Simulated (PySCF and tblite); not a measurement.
Results of a calculation; reference values are marked as such.
C₅H₄N₂OSe, numbered as in [N:1]#[C:2][CH2:3][Se:4][c:5]1[cH:6][n:7][cH:8][o:9]1.

Free energies: B3LYP-D3(BJ)/def2-SVP (IEF-PCM, water) on GFN2-xTB structures plus GFN2-xTB thermal terms, symmetry and mirror images included. Conformers within 3 kcal/mol (GFN2-xTB free energy) were kept, 8 at most. Programs: PySCF with density fitting and tblite.

Rotational constants are equilibrium values for the commonest isotopes; dipoles come from the energy level named and are polarised by its solvent model.

Torsions listed: C2–C3–Se4–C5, C3–Se4–C5–O9. Of a mirror pair one member is shown.

```csv
conformer,shape,symmetry
1,"-50°, 81°",C1 (pair)
2,"65°, 176°",C1 (pair)
3,"180°, 0°",Cs
```

**Question.** Give the rotational constants and dipole components.

**Answer.** 
```tsv
conformer	A (MHz)	B (MHz)	C (MHz)	abs μa (D)	abs μb (D)	abs μc (D)	κ	Ic−Ia−Ib (u Å²)
1	1710	1033	729	2.81	2.76	1.47	-0.38	-91.6
2	1825	950	667	1.31	4.16	2.71	-0.51	-51.1
3	3497	661	558	2.31	1.62	0.00	-0.93	-3.3
```

The minima are those of GFN2-xTB; planar forms about aryl–S or allylic bonds may be saddles in DFT.
